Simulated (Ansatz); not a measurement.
Relaxation of CH6B2OSn (11 atoms, charge 0, multiplicity 1), to a largest force component of 0.015 eV/Å in at most 40 steps.

Method: RKS PBE0-D4/def2-SVP in Ansatz.

```xyz
11
Properties=species:S:1:pos:R:3:forces:R:3
B -1.134 -0.674 1.563 -0.14 1.02 -0.09
C -0.046 -1.379 0.738 0.77 0.16 1.37
O -0.536 -1.822 -0.482 3.16 2.65 -3.38
B 0.503 -0.642 -0.577 -4.66 -4.02 1.98
Sn 0.858 1.362 -1.393 0.43 0.99 -0.01
H -2.293 -0.595 1.145 0.53 -0.33 0.11
H -0.864 0.057 2.473 0.14 -0.12 0.54
H 0.686 -2.081 1.215 -0.21 0.44 0.04
H 0.827 2.543 -0.019 0.00 -0.83 -0.84
H 2.438 1.379 -2.104 -0.30 0.13 0.07
H -0.373 1.794 -2.537 0.28 -0.10 0.22
```

Task: Where does it end, and by what steps?

Result: The forces met the threshold. The force dipped under the threshold on the way, but the program's further checks kept it going. After 32 steps the energy has fallen by 1.682 eV; H11 moved furthest, 0.93 Å.

```csv
step,energy less start (eV),largest force component (eV/Å),accepted
0,0.0000,4.661,yes
2,-1.4183,1.967,yes
4,-1.6643,0.408,yes
6,-1.6753,0.057,yes
8,-1.6760,0.020,yes
10,-1.6768,0.033,yes
12,-1.6776,0.047,yes
14,-1.6782,0.038,yes
16,-1.6791,0.041,yes
18,-1.6801,0.038,yes
20,-1.6806,0.055,yes
22,-1.6814,0.041,yes
24,-1.6817,0.036,yes
26,-1.6819,0.014,yes
28,-1.6820,0.023,yes
30,-1.6820,0.014,yes
32,-1.6821,0.015,yes
```

```xyz
11
Properties=species:S:1:pos:R:3
B -1.029 -0.773 1.789
C -0.192 -1.428 0.726
O -0.689 -1.482 -0.689
B 0.017 -0.401 -0.461
Sn 0.828 1.416 -1.478
H -2.080 -0.247 1.507
H -0.578 -0.683 2.907
H 0.643 -2.120 0.889
H 0.306 2.806 -0.629
H 2.538 1.355 -1.437
H 0.300 1.500 -3.103
```

Whether the end is a true minimum wasn't checked by a vibrational analysis.

The run took 90 s on 2 threads of Intel(R) Xeon(R) Platinum 8488C (Sapphire Rapids) (shared host), peak memory 0.3 GiB.
